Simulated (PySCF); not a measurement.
CBr₄, triplet, at the geometry of the source list (a higher spin typed on purpose: for a closed-shell molecule this is an excited state); DF-MN15/pcseg-1 in PySCF.

Here is a job for PySCF.
```python
from pyscf import gto, scf, dft

mol = gto.Mole()
mol.atom = '''
    Br    1.88530000   -0.43270000   -0.15840000
    C    -0.00000000   -0.00000000   -0.00000000
    Br   -0.26770000    1.88070000   -0.39740000
    Br   -0.59920000   -0.37070000    1.80840000
    Br   -1.01850000   -1.07720000   -1.25260000
'''
mol.basis = 'pcseg-1'
mol.spin = 2
mol.verbose = 4
mol.build()

mf = dft.UKS(mol)
mf.xc = 'mn15'
mf = mf.density_fit(auxbasis='def2-universal-jkfit')
mf.kernel()
mf.analyze()
```

What the program printed (banner, timings and long lists left out):

```
PySCF version 2.14.0

[INPUT] verbose = 4
[INPUT] num. atoms = 5
[INPUT] num. electrons = 146
[INPUT] charge = 0
[INPUT] spin (= nelec alpha-beta = 2S) = 2
[INPUT] symmetry False subgroup None
[INPUT] Mole.unit = angstrom
[INPUT] Symbol           X                Y                Z      unit          X                Y                Z       unit  Magmom
[...]
nuclear repulsion = 1456.2583756199
number of shells = 15
number of NR pGTOs = 353
number of NR cGTOs = 122
basis = pcseg-1
ecp = {}

******** <class 'pyscf.df.df_jk.DFUKS'> ********
method = DFUKS
initial guess = minao
damping factor = 0
level_shift factor = 0
DIIS = <class 'pyscf.scf.diis.CDIIS'>
diis_start_cycle = 1
diis_space = 8
diis_damp = 0
SCF conv_tol = 1e-09
SCF conv_tol_grad = None
SCF max_cycles = 50
direct_scf = False
number electrons alpha = 74  beta = 72
XC library pyscf.dft.libxc version 7.1.2
    S. Lehtola, C. Steigemann, M. J. T. Oliveira, and M. A. L. Marques,  SoftwareX 7, 1–5 (2018)
XC functionals = mn15
    H. S. Yu, X. He, S. L. Li, and D. G. Truhlar,  Chem. Sci. 7, 5032–5051 (2016)
    H. S. Yu, X. He, S. L. Li, and D. G. Truhlar,  Chem. Sci. 7, 5032–5051 (2016)
radial grids:
    Treutler-Ahlrichs [JCP 102, 346 (1995); DOI:10.1063/1.469408] (M4) radial grids

becke partition: Becke, JCP 88, 2547 (1988); DOI:10.1063/1.454033
pruning grids: <function nwchem_prune>
grids dens level: 3
symmetrized grids: False
atomic radii adjust function: <function treutler_atomic_radii_adjust>
small_rho_cutoff = 0
Set gradient conv threshold to 3.16228e-05
tot grids = 95816
******** <class 'pyscf.df.df.DF'> ********
auxbasis = def2-universal-jkfit
init E= -10331.1325498089

cycle= 1 E= -10334.8250959769  delta_E= -3.69  |g|= 0.382  |ddm|=  3.5

cycle= 2 E= -10334.5791791719  delta_E= 0.246  |g|= 0.821  |ddm|= 1.58

cycle= 3 E= -10334.912041936  delta_E= -0.333  |g|= 0.0337  |ddm|= 0.972

cycle= 4 E= -10334.9128159974  delta_E= -0.000774  |g|= 0.00987  |ddm|= 0.104

cycle= 5 E= -10334.9129531157  delta_E= -0.000137  |g|= 0.00417  |ddm|= 0.0509

cycle= 6 E= -10334.913043595  delta_E= -9.05e-05  |g|= 0.00366  |ddm|= 0.0497

cycle= 7 E= -10334.9131094779  delta_E= -6.59e-05  |g|= 0.00229  |ddm|= 0.0406

cycle= 8 E= -10334.9131889224  delta_E= -7.94e-05  |g|= 0.00186  |ddm|= 0.0603

cycle= 9 E= -10334.9132428862  delta_E= -5.4e-05  |g|= 0.00165  |ddm|= 0.0523

cycle= 10 E= -10334.9132852817  delta_E= -4.24e-05  |g|= 0.000894  |ddm|= 0.0604

cycle= 11 E= -10334.9132990704  delta_E= -1.38e-05  |g|= 0.000461  |ddm|= 0.041

cycle= 12 E= -10334.9133009828  delta_E= -1.91e-06  |g|= 0.000424  |ddm|= 0.00824

cycle= 13 E= -10334.913302055  delta_E= -1.07e-06  |g|= 0.000226  |ddm|= 0.00757

cycle= 14 E= -10334.9133025808  delta_E= -5.26e-07  |g|= 0.000208  |ddm|= 0.00269

cycle= 15 E= -10334.9133035296  delta_E= -9.49e-07  |g|= 0.000197  |ddm|= 0.00493

cycle= 16 E= -10334.9133041765  delta_E= -6.47e-07  |g|= 0.000183  |ddm|= 0.00344

cycle= 17 E= -10334.9133051935  delta_E= -1.02e-06  |g|= 0.000184  |ddm|= 0.00533

cycle= 18 E= -10334.9133069454  delta_E= -1.75e-06  |g|= 0.000157  |ddm|= 0.01

cycle= 19 E= -10334.9133106662  delta_E= -3.72e-06  |g|= 0.00015  |ddm|= 0.0264

cycle= 20 E= -10334.9133115505  delta_E= -8.84e-07  |g|= 0.00013  |ddm|= 0.00795

cycle= 21 E= -10334.9133128293  delta_E= -1.28e-06  |g|= 0.000107  |ddm|= 0.0148

cycle= 22 E= -10334.9133133909  delta_E= -5.62e-07  |g|= 0.000121  |ddm|= 0.00756

cycle= 23 E= -10334.9133139549  delta_E= -5.64e-07  |g|= 0.000114  |ddm|= 0.00955

cycle= 24 E= -10334.9133141094  delta_E= -1.54e-07  |g|= 9.82e-05  |ddm|= 0.00285

cycle= 25 E= -10334.9133143005  delta_E= -1.91e-07  |g|= 7.89e-05  |ddm|= 0.00417

cycle= 26 E= -10334.913314527  delta_E= -2.26e-07  |g|= 8.64e-05  |ddm|= 0.00353

cycle= 27 E= -10334.9133148151  delta_E= -2.88e-07  |g|= 6.64e-05  |ddm|= 0.00657

cycle= 28 E= -10334.9133151966  delta_E= -3.82e-07  |g|= 5.79e-05  |ddm|= 0.00878

[...]
converged SCF energy = -10334.9133161321  <S^2> = 2.0058317  2S+1 = 3.0038853
Total Energy =                      -10334.913316132124237
[...]
spin_pop of  1 C 3px       0.00003
spin_pop of  1 C 3py      -0.00017
spin_pop of  1 C 3pz       0.00004
spin_pop of  1 C 3dxy     -0.00004
spin_pop of  1 C 3dyz     -0.00001
spin_pop of  1 C 3dz^2     0.00006
spin_pop of  1 C 3dxz      0.00016
spin_pop of  1 C 3dx2-y2    0.00011
spin_pop of  2 Br 1s        0.00000
spin_pop of  2 Br 2s        0.00000
spin_pop of  2 Br 3s        0.00012
spin_pop of  2 Br 4s        0.00658
spin_pop of  2 Br 5s        0.00230
spin_pop of  2 Br 2px       0.00000
spin_pop of  2 Br 2py       0.00000
spin_pop of  2 Br 2pz       0.00000
spin_pop of  2 Br 3px       0.00007
spin_pop of  2 Br 3py       0.00009
spin_pop of  2 Br 3pz       0.00011
spin_pop of  2 Br 4px       0.15270
spin_pop of  2 Br 4py       0.21130
spin_pop of  2 Br 4pz       0.23619
spin_pop of  2 Br 5px       0.00013
spin_pop of  2 Br 5py       0.00300
spin_pop of  2 Br 5pz       0.00019
spin_pop of  2 Br 3dxy     -0.00001
spin_pop of  2 Br 3dyz     -0.00001
spin_pop of  2 Br 3dz^2    -0.00001
spin_pop of  2 Br 3dxz     -0.00001
spin_pop of  2 Br 3dx2-y2   -0.00000
spin_pop of  2 Br 4dxy     -0.00019
spin_pop of  2 Br 4dyz      0.00011
spin_pop of  2 Br 4dz^2     0.00225
spin_pop of  2 Br 4dxz      0.00012
spin_pop of  2 Br 4dx2-y2    0.00659
spin_pop of  3 Br 1s        0.00000
spin_pop of  3 Br 2s       -0.00000
spin_pop of  3 Br 3s       -0.00000
spin_pop of  3 Br 4s        0.00035
spin_pop of  3 Br 5s        0.00111
spin_pop of  3 Br 2px       0.00000
spin_pop of  3 Br 2py       0.00000
spin_pop of  3 Br 2pz       0.00000
spin_pop of  3 Br 3px       0.00000
spin_pop of  3 Br 3py       0.00004
spin_pop of  3 Br 3pz       0.00005
spin_pop of  3 Br 4px       0.01194
spin_pop of  3 Br 4py       0.08353
spin_pop of  3 Br 4pz       0.11625
spin_pop of  3 Br 5px       0.00005
spin_pop of  3 Br 5py       0.00007
spin_pop of  3 Br 5pz       0.00143
spin_pop of  3 Br 3dxy     -0.00000
spin_pop of  3 Br 3dyz     -0.00000
spin_pop of  3 Br 3dz^2    -0.00000
spin_pop of  3 Br 3dxz     -0.00000
spin_pop of  3 Br 3dx2-y2   -0.00000
spin_pop of  3 Br 4dxy     -0.00004
spin_pop of  3 Br 4dyz      0.00034
spin_pop of  3 Br 4dz^2     0.00289
spin_pop of  3 Br 4dxz      0.00041
spin_pop of  3 Br 4dx2-y2   -0.00008
spin_pop of  4 Br 1s        0.00000
spin_pop of  4 Br 2s        0.00000
spin_pop of  4 Br 3s        0.00011
spin_pop of  4 Br 4s        0.00656
spin_pop of  4 Br 5s        0.00229
spin_pop of  4 Br 2px       0.00000
spin_pop of  4 Br 2py       0.00000
spin_pop of  4 Br 2pz       0.00000
spin_pop of  4 Br 3px       0.00004
spin_pop of  4 Br 3py       0.00017
spin_pop of  4 Br 3pz       0.00006
spin_pop of  4 Br 4px       0.08676
spin_pop of  4 Br 4py       0.37193
spin_pop of  4 Br 4pz       0.14099
spin_pop of  4 Br 5px       0.00081
spin_pop of  4 Br 5py       0.00133
spin_pop of  4 Br 5pz       0.00118
spin_pop of  4 Br 3dxy     -0.00001
spin_pop of  4 Br 3dyz     -0.00001
spin_pop of  4 Br 3dz^2    -0.00001
spin_pop of  4 Br 3dxz     -0.00001
spin_pop of  4 Br 3dx2-y2   -0.00001
spin_pop of  4 Br 4dxy      0.00302
spin_pop of  4 Br 4dyz      0.00467
spin_pop of  4 Br 4dz^2    -0.00036
spin_pop of  4 Br 4dxz      0.00206
spin_pop of  4 Br 4dx2-y2   -0.00053
 ** Mulliken Spin Density (per atom)  **
spin density of  0 Br =      0.22041
spin density of  1 C =      0.31860
spin density of  2 Br =      0.62160
spin density of  3 Br =      0.21834
spin density of  4 Br =      0.62106
 ** Mulliken pop alpha/beta on meta-lowdin orthogonal AOs **
 ** Mulliken pop       alpha | beta **
In total            74.00000 | 72.00000
 ** Mulliken atomic charges   ( Nelec_alpha | Nelec_beta ) **
charge of  0Br =     -0.03669  (    17.62855     17.40814 )
charge of  1C =     -0.15746  (     3.23803      2.91943 )
charge of  2Br =      0.11592  (    17.75284     17.13124 )
charge of  3Br =     -0.03748  (    17.62791     17.40957 )
charge of  4Br =      0.11570  (    17.75268     17.13162 )
Dipole moment(X, Y, Z, Debye): -0.56201,  0.35424, -0.72867
```
